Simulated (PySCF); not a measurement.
RuO: from constants to spectrum

PBE constants of RuO, ⁵Δ (quintet), unpaired electrons σ ↑, π ↑↑, δ ↑ (PySCF, scalar-relativistic core potentials, basis sets Ru def2-TZVPP with ECP28, O def2-TZVPP; masses 101.9043 and 15.9949 u):

- ωe: 894.8 cm⁻¹
- ωexe: 4.28 cm⁻¹
- Be: 0.41831 cm⁻¹
- αe: 0.00259 cm⁻¹
- De to Ru (4d7 5s1) + O: 5.86 eV

Q: What force constant and bond length do these constants imply?

A: Reduced mass μred = 13.825 u; k = 5.8918×10⁻⁷·μred·ωe² (u, cm⁻¹, mdyn/Å) = 6.52 mdyn/Å; Re = √(16.8576/(μred·Be)) (u, cm⁻¹, Å) = 1.707 Å.

Q: Estimate the centrifugal constant D from the Kratzer relation and find the Dunham coefficient a1.

A: D = 4Be³/ωe² = 3.66e-07 cm⁻¹; a1 = −1 − αeωe/(6Be²) = -3.21.

The metal atom is held in its measured ground configuration; semilocal functionals can put another filling of s and d lower by some tenths of an eV, and De to that atom would be smaller. Spin–orbit coupling is left out, which matters for elements this heavy, above all for dissociation energies. With d or f electrons several states lie close, and the lowest PBE0 determinant need not be the measured ground state.
